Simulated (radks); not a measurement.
The numbers below are computed, except where a source is named.
Numerical settings for the strontium ion Sr2+, [Kr]. Level of theory: scalar-relativistic Kohn-Sham, PBE, spin-polarised, spherical densities, point nucleus (a radial shooting solver on a logarithmic mesh with Libxc functionals). The defaults (mesh step 0.008 in ln r, mesh end at 40 bohr or more with all orbitals vanishing there, Anderson mixing 0.5 over 9 steps, residual threshold near 1e-9 with the energy settled to 1e-9 hartree or 1e-11 of itself, here a cap of 67 iterations) give E = -3178.8721 hartree and 4p at -36.517 eV in 14 iterations. Run on one thread of a shared host, so times are rough (Arm Neoverse N1): 0.23 s of CPU time, 0.23 s wall, 14 iterations on 2486 mesh points. Changes against that run (0 stands for a change within the tolerance of the run):

setting                    iterations         converged  E (mhartree)  e(4p) (meV)  CPU (s)
mesh step in ln r 0.03             14               yes      -0.00012            0     0.08
mesh step in ln r 0.12              2                no      diverged            -     0.03
mesh step in ln r 0.08              5                no      diverged            -     0.04
mesh end (bohr) 12                 14               yes             0            0     0.22
mesh end (bohr) 2                  14  level above zero     +6.01e+03    +3.94e+04     0.18
residual threshold 1e-16           67                no             0            0     0.58
residual threshold 0.01            10               yes             0      +0.0107     0.19
mixing 0.05                        17               yes             0            0     0.28
linear mixing, mixing 0.2          67                no             0     -0.00282     0.86
linear mixing, mixing 1            67                no       -0.0363        -16.8      1.1
mixing history 3                   15               yes             0            0     0.24
iteration cap 3                     3                no           +18    -1.32e+03     0.06

Settled on a wrong energy, with an occupied level pushed above zero by the early mesh end: mesh end (bohr) 2 (+6.01 hartree). Apart from these: no run marked as converged misses the energy by more than 1 mhartree. A mesh that ends early acts as a hard wall.
